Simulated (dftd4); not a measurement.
thioethanol (C₂H₆S), singlet, geometry from GFN2-xTB; D4 for revpbe run with dftd4 4.2.0.

The dftd4 input:
```
$ dftd4 mol.xyz --func revpbe --charge 0 --json dftd4.json --noedisp --property

# file mol.xyz
9

C      1.52061639     0.69110205    -0.00537013
C      0.01160357     0.83116525     0.00317706
S     -0.76180616    -0.83788851     0.00077464
H     -2.02039087    -0.40414507     0.00913826
H     -0.33041049     1.34965505     0.89884698
H     -0.33986788     1.35660473    -0.88474809
H      1.98452811     1.67524859    -0.00399531
H      1.85553895     0.14418625     0.87317856
H      1.84618103     0.15106283    -0.89165625
```

It wrote (shortened):

```
                    ____  _____ _____     ____  _  _
      -------------|  _ \|  ___|_   _|---|  _ \| || |------------
     |             | | | | |_    | | ___ | | | | || |_           |
     |             | |_| |  _|   | ||___|| |_| |__   _|          |
     |             |____/|_|     |_|     |____/   |_|            |
     |             ===================================           |
     |            E. Caldeweyher, S. Ehlert & S. Grimme          |
     |          Mulliken Center for Theoretical Chemistry        |
     |                    University of Bonn                     |
      -----------------------------------------------------------

Rational (Becke-Johnson) damping: revpbe-D4-ATM
---------------------
  s6         1.0000
  s8         1.7468
  s9         1.0000
  a1         0.5363
  a2         3.0726
 alp        16.0000
--------------------

Atomic data, radii in Ångström:
------------------------------------------------------
   Z          R(cov)      r4/r2   hardness         EN
------------------------------------------------------
   6 C        1.0000     1.6431     0.4220     2.5500
  16 S        1.3600     2.1385     0.3892     2.5800
   1 H        0.4267     1.0622     0.4726     2.2000
------------------------------------------------------

Atomic reference systems (in atomic units):
----------------------------------------------------------------------------
   Z        #      CN     q+Z       C6(AA)   #      CN     q+Z       C6(AA)
----------------------------------------------------------------------------
   6 C      1  0.0000  6.0000      49.3833   2  0.9189  5.8288      52.1688
            3  1.9079  5.8579      35.6972   4  2.8312  5.7775      35.8445
            5  3.7487  5.7435      28.6317   6  2.9183  5.8956      32.2504
            7  0.8556  6.2103      25.6194
  16 S      1  0.0000 16.0000     134.5983   2  0.9220 15.8373     145.7512
            3  1.8445 15.7622     148.5324
   1 H      1  0.0000  1.0000       7.6362   2  0.8942  1.0000       3.0374
----------------------------------------------------------------------------

Atomic properties (in atomic units):
----------------------------------------------------------------------------
     #    Z              CN          q      C6(AA)        C8(AA)   alpha(0)
----------------------------------------------------------------------------
     1    6 C        3.7901    -0.2285     28.0406      810.9826     7.6332
     2    6 C        3.7919    -0.1524     26.2421      758.9681     7.3841
     3   16 S        1.9300    -0.2232    147.8961     7245.6082    20.5044
     4    1 H        0.9228     0.1072      1.7208       20.8013     2.0515
     5    1 H        0.9246     0.0994      1.7901       21.6397     2.0923
     6    1 H        0.9246     0.0994      1.7901       21.6397     2.0923
     7    1 H        0.9248     0.0905      1.8740       22.6532     2.1407
     8    1 H        0.9248     0.1038      1.7508       21.1638     2.0692
     9    1 H        0.9248     0.1038      1.7508       21.1638     2.0692
----------------------------------------------------------------------------

Molecular properties (in atomic units):
----------------------------------------
 molecular C6                 931.2757
 molecular C8               28421.5366
----------------------------------------

Dispersion energy:      -1.8025392565832E-02 Eh

[Info] JSON dump of results written to 'dftd4.json'
```
